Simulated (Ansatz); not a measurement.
Two structures of AlSiH7SO, closed shell, reached by relaxing down either side of one saddle point (PBE0-D4/def2-TZVP). Energies are electronic, without zero-point energy. Program: Ansatz 0.2.0. Basis: def2-TZVPP and def2-QZVPP. Cores are frozen in the correlated methods. Extrapolation: Hartree–Fock as exp(−7.88 √X), correlation as X^−2.97. First:

Al1  (0.144, -0.695, -1.283)
S2  (2.101, 0.307, -1.744)
H3  (0.165, -2.279, -1.233)
H4  (-1.148, 0.121, -1.736)
H5  (1.071, 0.311, 0.637)
O6  (0.195, -0.112, 0.619)
Si7  (-1.090, 0.654, 1.421)
H8  (2.820, -0.816, -1.586)
H9  (-0.707, 0.758, 2.848)
H10  (-1.310, 1.995, 0.839)
H11  (-2.241, -0.244, 1.218)
(Å)

Second:

Al1  (-0.325, -0.648, -1.490)
S2  (2.171, -0.249, -1.102)
H3  (-0.236, -2.226, -1.645)
H4  (-0.471, 0.317, -2.743)
H5  (2.042, 1.008, -0.644)
O6  (-0.910, -0.055, 0.002)
Si7  (-1.087, 0.512, 1.498)
H8  (2.204, -0.764, 0.140)
H9  (0.251, 0.841, 2.082)
H10  (-1.904, 1.756, 1.514)
H11  (-1.734, -0.490, 2.389)
(Å)

Q: Which bonds change from the first to the second?

A: AlH₃S ([AlH2][SH]) + SiH₄O ([OH][SiH3]) → AlSiH₅O ([AlH2][O][SiH3]) + H₂S (still joined by a long Al–S bond); bonds formed: S2–H5; dative contacts that become bonds: Al1–O6; bonds broken: H5–O6; bonds weakened to dative contacts: Al1–S2.

Q: Give the saddle point's structure and its height above each. (To be estimated.)

A: The calculation gives: 0.466 eV above the first and 0.543 eV above the second (CCSD(T) at an estimated basis limit (MP2 extrapolated from triple and quadruple zeta, plus CCSD(T) − MP2 in triple zeta)).
```tsv
atom	x (Å)	y (Å)	z (Å)
Al1	-0.0744	-0.7213	-1.4110
S2	2.1208	0.2750	-1.3551
H3	0.0327	-2.2893	-1.2168
H4	-0.9487	-0.0172	-2.5256
H5	1.0719	0.4873	-0.1883
O6	-0.1317	0.1798	0.1845
Si7	-0.9981	0.6222	1.5193
H8	2.6855	-0.7859	-0.7538
H9	-0.1570	0.4252	2.7260
H10	-1.3879	2.0506	1.4184
H11	-2.2130	-0.2264	1.6022
```

The T1 diagnostic stays at or below 0.012. The end structure is not quite a true minimum (one mode of 27i cm⁻¹).

Labels in which every atom is bracketed show which atoms are joined, not bond orders.

For scale, one of the runs: CCSD(T)/def2-TZVPP, 255 basis functions, launched by `ansatz run in.yaml --threads 4 --pin off --events-out ev --progress --plain --max-ram 9574MiB`. Time: 4.5 min of wall clock on 4 CPU threads of an AMD EPYC; the host was shared. Peak host memory: 5.1 GiB.
